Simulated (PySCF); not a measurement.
PySCF 2.14 output of an unrestricted r2SCAN calculation on a single atom or ion in def2-QZVPPD, with the non-relativistic Hamiltonian (point nucleus):

```
SCF conv_tol = 1e-09
number electrons alpha = 9  beta = 8
    J. W. Furness, A. D. Kaplan, J. Ning, J. P. Perdew, and J. Sun.,  J. Phys. Chem. Lett. 11, 8208-8215 (2020)
    J. W. Furness, A. D. Kaplan, J. Ning, J. P. Perdew, and J. Sun.,  J. Phys. Chem. Lett. 11, 9248-9248 (2020)
    J. W. Furness, A. D. Kaplan, J. Ning, J. P. Perdew, and J. Sun.,  J. Phys. Chem. Lett. 11, 8208-8215 (2020)
    J. W. Furness, A. D. Kaplan, J. Ning, J. P. Perdew, and J. Sun.,  J. Phys. Chem. Lett. 11, 9248-9248 (2020)
cycle= 1 E= -526.936573439899  delta_E= -0.00919  |g|= 0.0206  |ddm|= 0.098
cycle= 2 E= -526.936739866266  delta_E= -0.000166  |g|= 0.00583  |ddm|= 0.014
cycle= 3 E= -526.936750344518  delta_E= -1.05e-05  |g|= 0.00288  |ddm|= 0.00499
cycle= 4 E= -526.936752099561  delta_E= -1.76e-06  |g|= 0.000257  |ddm|= 0.00146
cycle= 5 E= -526.936752124581  delta_E= -2.5e-08  |g|= 2.17e-05  |ddm|= 0.000182
cycle= 6 E= -526.93675212483  delta_E= -2.49e-10  |g|= 3.17e-06  |ddm|= 2.53e-05
converged SCF energy = -526.93675212483  <S^2> = 0.75546303  2S+1 = 2.0054556
```

The run itself started from symmetry-adapted Hartree-Fock orbitals and held the occupation by maximum overlap, on a logarithmic radial grid, so the iterations belong to that start.

Problem. Which element, charge and spin multiplicity is this?

Solution. Ar⁺ (argon, charge +1), multiplicity 2; the state was [Ne] 3s2 3p5, 2P determinant.
